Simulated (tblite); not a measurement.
Species: C₂H₁₃NOSi₃.
Numbering: `[CH3:1][CH2:2][O:3][SiH2:4][N:5]([SiH3:6])[SiH3:7]` (hydrogens: H8, H9, H10 on C1; H11, H12 on C2; H13, H14 on Si4; H15, H16, H17 on Si6; H18, H19, H20 on Si7)

Structure used (GFN2-xTB), in Å, numbered top down from 1:
```xyz
20
C2H13NOSi3 angstrom
C      3.117    0.597   -0.444
C      2.277   -0.671   -0.374
O      0.919   -0.345   -0.406
Si    -0.256   -0.929    0.533
N     -1.613   -0.006    0.000
Si    -1.357    1.247   -1.191
Si    -3.114   -0.362    0.791
H      2.864    1.154   -1.342
H      2.911    1.223    0.420
H      4.174    0.346   -0.461
H      2.496   -1.318   -1.233
H      2.512   -1.230    0.538
H     -0.465   -2.363    0.303
H      0.037   -0.703    1.954
H     -2.671    1.859   -1.401
H     -0.871    0.659   -2.440
H     -0.424    2.252   -0.676
H     -3.042    0.061    2.193
H     -3.329   -1.810    0.745
H     -4.171    0.348    0.079
```

All values are computed: GFN2-xTB (tblite) harmonic vibrations without scaling, gas phase. Against measured fundamentals such values can be off by several per cent, at times by over 20. Modes of hydrogen on silicon can be 10 to 20 % off. One conformer, not necessarily the lowest. The optimisation stopped once no atom felt more than 0.01 eV/Å.

Lowest wavenumbers of the output (negative numbers stand for imaginary wavenumbers):
```
mode    cm-1
  1     -34.2
  2      39.1
  3      48.0
  4      58.1
  5      88.7
  6     138.4
  7     181.9
  8     190.8
  9     196.6
 10     230.6
```

Task: Is this structure a minimum?

Result: Not by this Hessian. 1 mode is imaginary beyond 20i (34i cm⁻¹), so at this level the point lies at or near a first-order saddle. The curvature is small, so loose convergence or finite differences may be the whole cause.

Task: Which atoms move in the imaginary mode?

Result: 34i: C1 (methyl carbon) 29 %, O3 (silyl ether oxygen) 14 %, C2 (sp3 carbon bound to oxygen) 11 %. These are shares of the mass-weighted motion.

Task: What is the remedy?

Result: Step along that mode in both directions, optimise again with tighter thresholds and repeat the frequencies. The zero-point energy of this point (87.9 kcal/mol) counts the 53 real modes alone, and thermal corrections from it aren't those of a minimum.

Hardware: Arm Neoverse N1, one thread, no GPU (shared host). Cost: 1.6 s wall. This covers the Hessian and the dipole derivatives.
